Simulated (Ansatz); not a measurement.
Abridged output of a molecular run in Ansatz:

```
Functional definition: HF
1459 factors; integrals over basis functions are off by at most 1.4e-3 eV
mean field evaluation 1: about -57622.2442 eV, gradient 3.8e1 eV
mean field evaluation 2: about -57622.2477 eV, gradient 3.8e1 eV
mean field evaluation 4: about -57626.0483 eV, gradient 3.8e0 eV
mean field evaluation 8: about -57626.0913 eV, gradient 1.8e-4 eV
mean field -57626.09134997 eV, -2117.7197967439 hartree, gradient 2.2e-6 eV, S^2 0.000000; 0 other end points of the search recorded, 0 dependent functions left out
13 core orbitals not correlated: weight in the atoms' cores, before any rotation towards them, 1.000 or more for the frozen orbitals, at most 0.000 for the correlated occupied ones
reference -57626.09134997 eV, -2117.7197967439 hartree; 21, 21 occupied and 109, 109 virtual orbitals, 1459 factors
second order -23.41833760 eV of doubles, -0.00000000 eV of singles
cycle   1  -24.07254026 eV  change   -6.5e-1 eV  update   1.1e-1
cycle   2  -24.76151749 eV  change   -6.9e-1 eV  update   3.2e-2
cycle   3  -24.89128051 eV  change   -1.3e-1 eV  update   1.4e-2
cycle   4  -24.89176481 eV  change   -4.8e-4 eV  update   3.1e-3
cycle   5  -24.89176470 eV  change    1.2e-7 eV  update   1.0e-3
cycle   6  -24.89178128 eV  change   -1.7e-5 eV  update   2.9e-4
cycle   7  -24.89169159 eV  change    9.0e-5 eV  update   1.1e-4
cycle   8  -24.89168089 eV  change    1.1e-5 eV  update   3.3e-5
perturbative correction -0.67777461 eV, -0.0249077574 hartree
Total energy: -57651.66080548 eV, -2118.6594569020 hartree
```

Its atoms:

Z-matrix (Å, degrees):
```
C
O 1 1.426
H 1 1.092 2 110.3
H 1 1.088 2 106.3 3 -118.5
H 1 1.092 2 111.3 3 122.7
Ga 2 2.186 1 117.5 3 170.3
H 2 0.962 1 109.9 3 -62.1
C 6 1.983 2 96.3 1 179.9
C 6 1.990 2 98.3 1 59.9
H 6 1.585 2 94.8 1 -59.2
H 8 1.094 6 110.0 2 175.6
H 8 1.094 6 112.2 2 -65.5
H 8 1.092 6 111.7 2 56.6
H 9 1.094 6 112.0 2 58.0
H 9 1.093 6 112.7 2 -64.6
H 9 1.094 6 109.7 2 176.4
```

Question: Which basis set was used?
A. def2-QZVPP
B. def2-SVP
C. def2-SVPD
D. cc-pV(Q+d)Z

Answer: B. It gives 143 functions.

Question: Write the keys of the input that set method, charge and spin (a neutral closed shell needs none for the last two).

Answer: 
```yaml
correlation: {method: ccsd_t}
```
